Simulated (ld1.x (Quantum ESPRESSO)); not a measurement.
The numbers below are computed, except where a source is named.
**Hardness and transferability of assorted potentials**

Generated with ld1.x 7.5 (TM, RRKJ, ultrasoft, PAW), atompaw 4.2 or ONCVPSP 4.0.1. The cutoff is in Ry: for ld1.x and atompaw files where the sum of valence levels is converged to 10 mRy in a Bessel basis, for ONCV files where the hardest occupied wave has 1 mHa per electron of residual kinetic energy. The error is the largest all-electron minus pseudo excitation energy over each file’s own four to seven test configurations (ionisations up to +4, promotions, holes and added fractions of an electron), all of which were solved. The labels leave out finer settings (local radius, basis sizes, second energies), which also bear on the numbers. Spin-polarised tests are not counted. The rows are a selection from randomly drawn settings: files with unsolved tests, undetermined cutoffs or missed reference levels are left out.

A true bound ghost makes a file unfit for plane-wave use even where its test errors are small: the radial tests pick states by their node count and pass the ghost by.

| element | potential | cutoff (Ry) | largest error (meV) | bound ghosts |
| --- | --- | --- | --- | --- |
| P | RRKJ, PBEsol, scalar-relativistic, rc 1.70/1.60/1.65 (spd), local s, core correction yes, reference 3s1.75 3p3.25 | 30 | +194 | none |
| Dy | TM semilocal, BP86, scalar-relativistic, rc 2.25/2.80/2.75 (spd), local d, core correction no, reference 5d1 6s1 6p0 | 18 | +206 | s |
| Pt | PAW, LDA (PZ), scalar-relativistic, rc 2.10/3.85/1.35 (spd), local smoothed, core correction yes, reference 5d9 6s1 6p0 | 55 | -207 | s |
| Pb | TM, PBE, scalar-relativistic, rc 1.90/2.85 (sp), local smoothed, core correction yes, reference 6s2 6p2 | 21 | -607 | none |

Q: Fill in the row for Mo: TM, LDA (PZ), non-relativistic, rc 2.80/4.20/1.45 (spd), local s, core correction yes, reference 4d5 5s1 5p0.

A: cutoff 45 Ry, largest error -715 meV, bound ghosts: none.

Q: Fill in the row for Ir: TM, PBE, scalar-relativistic, rc 2.35/2.00/1.75 (spd), local d, core correction yes, reference 5p6 5d7 6s2 6p0.

A: cutoff 40 Ry, largest error -228 meV, bound ghosts: s.

Q: Fill in the row for Sn: PAW, PBE, scalar-relativistic, rc 2.05/2.50/1.70 (spd), local smoothed, core correction yes, reference 4d10 5s2 5p1.

A: cutoff 45 Ry, largest error -57 meV, bound ghosts: none.
